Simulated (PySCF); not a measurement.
Molecule: `InChI=1S/C5H14N2/c1-2-7-5-3-4-6/h7H,2-6H2,1H3`.

Bonds (- single, = double, # triple, : aromatic): C1-C2, C2-N3, N3-C4, C4-C5, C5-C6, C6-N7. C1 carries H8, H9, H10; C2 carries H11, H12; N3 carries H13; C4 carries H14, H15; C5 carries H16, H17; C6 carries H18, H19; N7 carries H20, H21.

Frames of a GFN2-xTB Langevin trajectory at 600 K; GIAO PBE0/pcSseg-1 shieldings in PySCF 2.14, gas phase, non-relativistic; equivalent atoms averaged within each frame.

Referencing at the same level of theory: 13C (σref 186.93) and 1H (σref 31.72) against TMS; 15N (σref 267.73) vs NH3. The references are static minima.

Question: How do the shifts (ppm) fluctuate along the trajectory?

Answer: 
```
         time (fs)    C2    C4    C5    C6    C1     N3    N7  H14/H15  H11/H12  H18/H19
               250  67.3  65.4  43.0  41.0   9.3  110.0  28.9     4.53     4.43     2.85
               425  56.6  71.8  42.5  52.3  31.9   74.8  52.0     4.95     3.73     4.44
               625  51.4  46.2  41.0  43.2  20.2   86.9  29.3     2.41     2.98     2.99
               800  58.7  61.4  39.6  46.3  20.3   85.7  26.5     3.67     4.03     3.44
              1000  58.8  61.0  42.1  53.2  22.3   84.5  41.0     2.97     3.76     5.09
    mean of frames  58.6  61.2  41.6  47.2  20.8   88.4  35.5     3.70     3.79     3.76
standard deviation   5.7   9.4   1.4   5.4   8.0   13.0  10.8     1.06     0.53     0.97
```

5 frames give an uncertainty of the mean of about the standard deviation over 2.2 at best, since frames this close in time may not be independent; classical motion lacks zero-point vibration, and the reference would need the same averaging.
